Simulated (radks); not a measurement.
Values are calculated unless marked as measured or tabulated.
Task: Radial electron density D(r) = 4 pi r^2 rho(r) of an atom or ion with 3 electrons. Level of theory: Dirac Kohn-Sham, BLYP, spin-unpolarised, spherical densities, finite nucleus; Fermi nuclear charge, rms radius of each element as measured or else 0.836 A^(1/3) + 0.57 fm (a radial shooting solver on a logarithmic mesh with Libxc functionals).

```
   r/bohr * D(r) (the largest magnitude, 81.7, reaches the edge; | marks zero)
0.0007354 | *
0.0008095 | *
 0.000891 |  *
 0.000973 |  *
 0.001071 |   *
 0.001179 |   *
 0.001298 |    *
 0.001417 |     *
  0.00156 |      *
 0.001717 |       *
  0.00189 |        *
 0.002081 |         *
 0.002272 |           *
 0.002501 |            *
 0.002753 |              *
  0.00303 |                *
 0.003309 |                  *
 0.003642 |                     *
 0.004009 |                        *
 0.004413 |                           *
 0.004858 |                              *
 0.005305 |                                 *
 0.005839 |                                    *
 0.006428 |                                       *
 0.007075 |                                          *
 0.007726 |                                             *
 0.008505 |                                                *
 0.009362 |                                                  *
  0.01031 |                                                    *
  0.01134 |                                                      *
  0.01239 |                                                      *
  0.01363 |                                                      *
  0.01501 |                                                    *
  0.01652 |                                                  *
  0.01804 |                                               *
  0.01986 |                                           *
  0.02186 |                                       *
  0.02406 |                                  *
  0.02649 |                            *
  0.02892 |                        *
  0.03184 |                   *
  0.03505 |               *
  0.03858 |            *
  0.04212 |          *
  0.04637 |         *
  0.05104 |         *
  0.05618 |        *
  0.06185 |         *
  0.06753 |         *
  0.07434 |        *
  0.08183 |        *
  0.09007 |      *
  0.09836 |     *
   0.1083 |    *
   0.1192 |  *
   0.1312 | *
   0.1444 |*
   0.1577 |*
   0.1736 *
   0.1911 *
   0.2103 *
   0.2297 *
   0.2528 *
   0.2783 *
```

What is the nuclear charge?

Result: Z = 68. The innermost maximum, from 1s, lies near gamma/Z bohr with gamma = sqrt(1 - (Z/c)^2) = 0.868, here 0.0128 bohr (found: 0.0125), and its height grows with Z. The density is that of the erbium ion Er65+ in [He] 2s1; the configuration itself is not fixed sharply by these data, and Z only to a few units. D(r) has 2 maxima, at r = 0.0125, 0.0644 bohr, and minima at 0.0553 bohr, inside which lie 2.17 electrons.
